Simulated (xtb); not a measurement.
H₂AlO₂, doublet, geometry from GFN2-xTB (such geometries of metal compounds can be far from the true shape) (the spin is typed, not shown lowest). Base run: GFN0-xTB run with xtb.

Geometry (Å):
```xyz
5

Al     0.0035    -0.2595    -0.0463
O      1.1981     0.3586    -1.0184
H      1.8699     0.7602    -1.5561
O     -1.2023    -0.0477     1.0739
H     -1.8819     0.1251     1.7141
```
Charge 0, spin multiplicity 2.
All else is at xtb's defaults.
Base energy -8.84143 Eh.

Each row names what was changed in the base input (with any setting that the change needs).

```csv
change,ΔE vs base (kJ/mol)
base,0.00
file = coord,0.00
etemp = 10000,-74.9
etemp = 5000,-4.93
```
